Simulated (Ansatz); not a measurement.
One change: `[NH2][W](=[O])(=[O])[OH]` becomes `[CH3][W](=[O])(=[O])[OH]`.

Ansatz, PBE0-D4/def2-TZVP geometries, multiplicity 1. Each molecule was computed in one conformer, which needn't be the lowest.

Elements past krypton have def2 core potentials.

```tsv
property	`[NH2][W](=[O])(=[O])[OH]`
HOMO energy (PBE0/def2-TZVPP) / eV	-8.55
HOMO–LUMO gap (B3LYP/def2-TZVPP) / eV	6.72
LUMO energy (PBE0/def2-TZVPP) / eV	-1.33
zero-point energy (PBE0-D4/def2-TZVP) / kJ/mol	118.4
ideal-gas entropy at 298 K and 1 bar (rigid rotor, harmonic PBE0-D4/def2-TZVP) / J/(mol·K)	349
HOMO–LUMO gap (PBE/def2-TZVPP) / eV	4.90
```

Task: Give the same properties after the change, and the shifts. (Estimate.)

Result: Ansatz gave: 
| property | `[CH3][W](=[O])(=[O])[OH]` | shift |
| --- | --- | --- |
| HOMO energy (PBE0/def2-TZVPP) / eV | -8.84 | -0.29 |
| HOMO–LUMO gap (B3LYP/def2-TZVPP) / eV | 6.45 | -0.27 |
| LUMO energy (PBE0/def2-TZVPP) / eV | -1.88 | -0.55 |
| zero-point energy (PBE0-D4/def2-TZVP) / kJ/mol | 145.0 | 26.6 |
| ideal-gas entropy at 298 K and 1 bar (rigid rotor, harmonic PBE0-D4/def2-TZVP) / J/(mol·K) | 355 | 6 |
| HOMO–LUMO gap (PBE/def2-TZVPP) / eV | 4.55 | -0.35 |

With PBE0 the HOMO falls by 0.29 eV and the LUMO falls by 0.55 eV, so the gap narrows by about 0.26 eV. PBE moves the HOMO by -0.16 eV and ωB97M-V by -0.36 eV. The zero-point energy changes by 26.6 kJ/mol with +3 modes.

B3LYP here is the variant with VWN-RPA as its local correlation; programs differ in this.
